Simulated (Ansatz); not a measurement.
A made-up structure of SiH2TeF (charge +1), singlet:

```csv
atom,x (Å),y (Å),z (Å)
F1,0.0191,-2.3903,-0.8662
Si2,1.5741,0.8741,0.0749
Te3,-0.2880,-0.5661,-0.1601
H4,-1.9062,-0.2424,0.2041
H5,0.6233,1.8114,0.5585
```

It is relaxed with PBE-D4/def2-SVP and then PBE0-D4/def2-TZVP (Ansatz 0.2.0). Atoms count as bonded within 1.22 times the sum of their covalent radii (H–H: 0.88 Å). The end point is not checked to be a true minimum.

Problem. Does its bonding change? (A judgement: the text doesn't fix the answer.)

Solution. Computed: No: no bond forms or breaks.

Where it ends: The first stage lowers the energy by 1.27 eV in 19 steps. It ends as SiH₂TeF ([F][TeH][SiH]), total charge +1:
```xyz
5
angstrom
F -0.0854 -2.1619 -0.8723
Si 1.3069 0.9646 -0.3521
Te -0.3000 -0.9247 0.5140
H -1.4753 -0.0444 -0.2899
H 0.5762 1.6531 0.8114
```

Labels in which every atom is bracketed show which atoms are joined, not bond orders.

For scale, one of the runs: PBE0-D4/def2-TZVP relaxation, 130 basis functions, launched by `ansatz run in.yaml --threads 2 --pin off --events-out ev --progress --plain --max-ram 4352MiB`. Hardware: 2 CPU threads of an Arm Neoverse V1, shared host. Wall time about 22 s.
